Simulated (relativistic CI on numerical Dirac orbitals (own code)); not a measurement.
Calculated at this level of theory: Dirac-Coulomb-Breit CI, orbitals from a KLI potential per configuration, model QED (radiative potential, 1s self-energy scaled to tabulated hydrogen-like ionisation energies), unscaled Slater integrals (own radial code, finite nucleus).

Configuration list (outside the closed core [Kr] 4d10): 5s2 5p3, 5s 5p4, 5s2 5p2 4f, 5s2 5p2 5d, 5p5, 5s 5p3 5d, 5s2 5p2 5f, 5s2 5p 4f 5d, 5s 5p3 4f, 5s 5p2 4f2, 5s2 5p2 5g, 5s2 5p2 6s, 5p4 4f, 5s2 5p2 6p, 5s 5p3 5f, 5s 5p3 5g, 5p4 5d, 5s2 5p 4f 6s, 5s2 5p2 6d, 5s2 5p 4f 5g, 5s 5p2 5d2, 5s2 5p 5d 5f, 5p3 4f 5d, 5s2 5p2 7s, 5s 5p3 6s, 5s 5p2 5d 6s, 5s 5p2 4f 5f, 5s2 5p2 7p, 5s2 5p 4f2, 5s2 4f3, 5s2 4f2 5d, 5s 5p 4f2 5d, 5s2 4f2 5f, 5s 5p 4f3, 5s2 5p 5d2, 5s2 4f 5d2, 5s2 5d3, 5s 5p 5d3, 5s2 5d2 5f, 5s 5p 4f 5d2, 5p3 4f2, 5p2 4f3, 5p2 4f2 5d, 5p2 4f2 5f. Double excitations out of closed p, d and f shells are left out; levels of such configurations are missing from the list, as are those of other unlisted configurations, and high levels can miss mixing partners. These lack a partner that the ground configuration has and come out too high: 5s2 5p2 5g, 5s2 5p2 6s, 5s2 5p2 6p, 5s 5p3 5f, 5s 5p3 5g.

At this charge configurations can still be misplaced by up to about 7 % of their energy. Levels and lines within the n = 5 or 6 shells can be off by up to 10 % or somewhat more, and those that change n by about 2 %, since core polarisation is missing. Levels that differ in their count of f electrons can be misplaced by several ten thousand cm⁻¹, since the correlation energy of f electrons is missing or only estimated; rates across such gaps can be off by orders of magnitude.

Outline of the computed level scheme of La VII. Lowest level of each configuration: 5s2 5p3 4S°_3/2 at 0.0000 eV; 5s2 5p2 4f 4G°_5/2 at 15.2513 eV; 5s 5p4 4P_5/2 at 17.0072 eV; 5s2 5p2 5d 2P_3/2 at 24.2721 eV.

Some strong electric-dipole decays among the lowest 45 levels: 5s 5p4 2S_1/2 → 5s2 5p3 2D°_3/2 (2.3e+09 s⁻¹); 5s 5p4 2D_3/2 → 5s2 5p3 2D°_3/2 (1.3e+09 s⁻¹); 5s2 5p2 5d 4F_5/2 → 5s2 5p3 4S°_3/2 (1.2e+09 s⁻¹); 5s2 5p2 5d 4F_3/2 → 5s2 5p3 2D°_5/2 (1.0e+09 s⁻¹); 5s 5p4 4P_1/2 → 5s2 5p3 4S°_3/2 (9.2e+08 s⁻¹); 5s 5p4 2D_5/2 → 5s2 5p3 2D°_5/2 (8.9e+08 s⁻¹); 5s 5p4 2S_1/2 → 5s2 5p3 2P°_1/2 (8.9e+08 s⁻¹); 5s 5p4 4P_3/2 → 5s2 5p3 4S°_3/2 (8.4e+08 s⁻¹).

LS names give the leading component of a level, which can be under half, so a name can repeat, a term be missing and a line seem to break the LS rules.
